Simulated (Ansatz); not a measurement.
Os₄. The state is a triplet with charge 0. Geometry r2SCAN-D4/def2-SVP; atoms count from 1.

```xyz
4

Os   -1.1734   -0.2004    1.0627
Os    0.2132    1.4766    0.2640
Os    1.5229   -0.3380   -0.2786
Os   -0.5627   -0.9383   -1.0481
```

In the def2 sets Os takes a core potential; there is no spin–orbit coupling. The charge 0 triplet is spin-contaminated (final ⟨S²⟩ up to 4.50, 2.00 for a pure state). The structure comes from a short search, and lower isomers may exist.

Estimate the Mulliken populations from the PBE0/def2-TZVP orbitals of Ansatz.


```
atom  charge (e)  spin (α − β)  d electrons
 Os1        0.11          2.52         6.54
 Os2       -0.09          0.86         6.72
 Os3        0.07         -2.24         6.53
 Os4       -0.09          0.86         6.72
```
Mulliken values depend strongly on the basis.

Where does the spin sit?

Summed by element: Os 2.00, of 2 unpaired in all. Largest on single atoms: Os1 2.52, Os3 -2.24, Os2 0.86.

And the Mayer bond orders between heavy atoms (over 0.3)?

Os1–Os2 1.84 (2.32 Å); Os1–Os3 0.41 (3.01 Å); Os1–Os4 1.84 (2.32 Å); Os2–Os3 1.82 (2.30 Å); Os2–Os4 0.71 (2.86 Å); Os3–Os4 1.82 (2.30 Å).
